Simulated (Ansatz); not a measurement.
# Worked example: C2H8O2Si2 → [SiH3]+ + C2H5O2Si + e⁻

Species: C2H8O2Si2 `O[SiH](O)/C=C/[SiH3]`, singlet; [SiH3]+ `[SiH3+]`, singlet; C2H5O2Si `[H]/[C]=C\[SiH](O)O`, doublet. 

Shapes, held fixed at every level: PBE0-D4/def2-TZVP. Flexible molecules stand in one conformer, not always the lowest. Programs: Ansatz 0.2.0. Electronic energies: no zero-point or thermal term.

At B2PLYP/def2-TZVPP; 1 Eh = 27.2114 eV:

| species | energy (Eh) |
| --- | --- |
| C2H8O2Si2 | -810.249068 |
| [SiH3]+ | -290.814802 |
| C2H5O2Si | -518.992683 |

Q: Work out ΔE of the reaction at this level.

A: 
1. Products less reactants: (-290.814802) + (-518.992683) − [(-810.249068)] = 0.441583 Eh = +12.02 eV.

Other levels give +10.55 (HF/def2-TZVPP) to +12.23 eV (PBE0-D4/def2-TZVPP). No measured value is set beside it here. Spin contamination: C2H5O2Si (⟨S²⟩ up to 0.92). Open shells run unrestricted unless RO is named. The onset seen in experiment also holds zero-point changes and kinetic shifts.
